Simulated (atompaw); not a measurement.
lanthanum (La): one change to a PAW (atompaw) potential, before and after

La (Z = 57), PAW, made with atompaw 4.2.0.5 (PBE, scalar-relativistic). Core [Xe], reference 4f0 5d1 6s2 6p0. Waves: 6s (bound): rc 3.00 bohr; 6s channel at 3.45 Ry: rc 3.00 bohr; 6p (bound, empty): rc 3.00 bohr; 6p channel at 1.45 Ry: rc 3.00 bohr; 5d (bound): rc 3.00 bohr; 5d channel at 3.45 Ry: rc 3.00 bohr; 4f (bound, empty): rc 1.25 bohr; 4f channel at 0.95 Ry: rc 1.25 bohr. Local part: bessel scheme, radius 2.25 bohr. Core correction: smooth core density matched at 2.15 bohr. Augmentation charge: sinc compensation charge, radius 2.30 bohr; PAW radius 3.00 bohr; waves and projectors: custom polynom2 7 10 vanderbiltortho.

All-electron outer shells of the reference configuration (PBE, scalar-relativistic, ld1.x):

```
shell  level (eV)  outermost node (bohr)  outermost maximum (bohr)
   5s      -38.92                   0.77                      1.41
   5p      -22.40                   0.83                      1.58
   4f       -4.35                      –                      0.75
   6s       -3.68                   1.86                      3.84
   5d       -3.09                   0.95                      2.21
   6p       -1.35                   2.21                      4.93
```

Change: all radii scaled by about 0.91 (s 2.72, p 2.72, d 2.72, f 1.14 bohr); local potential bessel scheme, radius 2.04 bohr; augmentation sinc compensation charge, radius 2.08 bohr; PAW radius 2.72 bohr; waves and projectors: custom polynom2 7 10 vanderbiltortho; core correction smooth core density matched at 1.94 bohr.

Cutoffs: the cutoffs (Ry, on a coarse ladder) from which the occupation-weighted sum of valence levels, in a spherical-Bessel basis at the reference potential, stays within 10 and 1 mRy of its value at 400 Ry; they do not see the model core or the augmentation charge, which bear on the density cutoff.

**Question.** What does the change do?

**Answer.** The potential gets harder (10 Ry and 25 Ry → 12 Ry and 30 Ry); the bound ghosts move from p to p, s. A smaller radius makes the pseudo-wave follow the all-electron one further in, where it bends more sharply, so more plane waves are needed.

| quantity | base | changed |
| --- | --- | --- |
| cutoff, loose | 10 Ry | 12 Ry |
| cutoff, tight | 25 Ry | 30 Ry |
| loose cutoff by channel (10 mRy a level) | s 6 Ry, d 10 Ry | s 6 Ry, d 12 Ry |
| bound ghosts | p | s, p |
| lowest overlap eigenvalue by channel | s 0.30, p 0.68, d 0.82, f 0.99 | s 0.35, p 0.71, d 0.83, f 0.99 |

Base: The cutoffs count occupied waves only; the empty 4f level needs over 300 Ry at the loose tolerance. Changed file: The cutoffs count occupied waves only; the empty 4f level needs over 300 Ry at the loose tolerance. A true bound ghost makes a file unfit for plane-wave use even where its test errors are small: the radial tests pick states by their node count and pass the ghost by. The cutoffs see the waves, projectors and local potential, not the compensation charge or the core.
